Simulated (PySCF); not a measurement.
RuO₃, SMILES [O]=[Ru](=[O])=[O] (connectivity only; charge and spin as stated), neutral, multiplicity 3.

The structure is a stationary point at r2SCAN-D4/def2-TZVP. The spin state was assumed, not searched. The def2 effective core potentials stand for the cores of Ru; spin–orbit coupling is left out.

Calculation: TDA-ωB97X/def2-SVPD (PySCF).

Vertical excitations. Isolated molecule, no solvent.

Estimate the UV-visible absorptions. (Estimate from the structure and the level; the computed values follow.)


| state | energy (eV) | λ (nm) | f | main pairs |
|---|---|---|---|---|
| root 1 | 0.90 | 1371 | 0.001 | α HOMO→LUMO 92 % |
| root 2 | 1.75 | 710 | 0.000 | α HOMO−1→LUMO 90 % |
| root 3 | 1.93 | 644 | 0.000 | β HOMO→LUMO 90 % |
| root 4 | 2.06 | 601 | 0.004 | β HOMO−1→LUMO 90 % |
| root 5 | 2.54 | 488 | 0.000 | α HOMO−2→LUMO 25 %, α HOMO−4→LUMO 10 %, β HOMO→LUMO+1 19 %, β HOMO−3→LUMO 12 %, β HOMO→LUMO+2 12 %, β HOMO−3→LUMO+1 7 % |
| root 6 | 2.56 | 484 | 0.001 | β HOMO−2→LUMO 60 %, β HOMO→LUMO+2 25 % |
| root 7 | 2.69 | 461 | 0.001 | α HOMO−2→LUMO 12 %, α HOMO−4→LUMO 11 %, β HOMO−2→LUMO 27 %, β HOMO→LUMO+2 18 %, β HOMO−3→LUMO 8 %, β HOMO→LUMO+1 7 % |
| root 8 | 2.73 | 454 | 0.003 | α HOMO−2→LUMO 11 %, α HOMO−4→LUMO 9 %, β HOMO−3→LUMO 71 % |
| root 9 | 2.96 | 418 | 0.000 | α HOMO→LUMO+1 28 %, α HOMO−3→LUMO 10 %, α HOMO−5→LUMO 8 %, β HOMO−1→LUMO+1 40 % |
| root 10 | 2.99 | 415 | 0.000 | α HOMO−3→LUMO 19 %, α HOMO→LUMO+1 5 %, β HOMO−2→LUMO+1 28 %, β HOMO→LUMO+1 25 %, β HOMO−2→LUMO+2 6 % |
Unrestricted roots are not spin-pure.
